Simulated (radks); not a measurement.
All-electron atom: the lutetium ion Lu2+ in [Xe] 4f14 7d1 (not the ground configuration). Calculated with a radial shooting solver on a logarithmic mesh with Libxc functionals: Dirac Kohn-Sham, BLYP, spin-unpolarised, spherical densities, finite nucleus; open shells are shared between the two j in proportion to 2j + 1; Fermi nuclear charge, rms radius 5.37 fm.

Spin-orbit splittings of the eigenvalues, e(l+1/2) - e(l-1/2), with zeta = 2 splitting/(2l+1) and mean radii in bohr:

shell  occ.  splitting (eV)  zeta (eV)  <r> j=l-1/2  <r> j=l+1/2
2p        6               ?          ?      0.06740      0.07501
3p        6           238.4      158.9       0.2020       0.2162
3d       10           52.06      20.82       0.1898       0.1942
4p        6           54.27      36.18       0.4850       0.5177
4d       10           9.904      3.962       0.5410       0.5526
4f       14           1.529     0.4367       0.7102       0.7247
5p        6           7.067      4.711        1.302        1.407
7d        1         0.05136    0.02054        9.360        9.381

Estimate the 2p splitting.

Answer. 1118 eV (zeta = 745.2 eV).
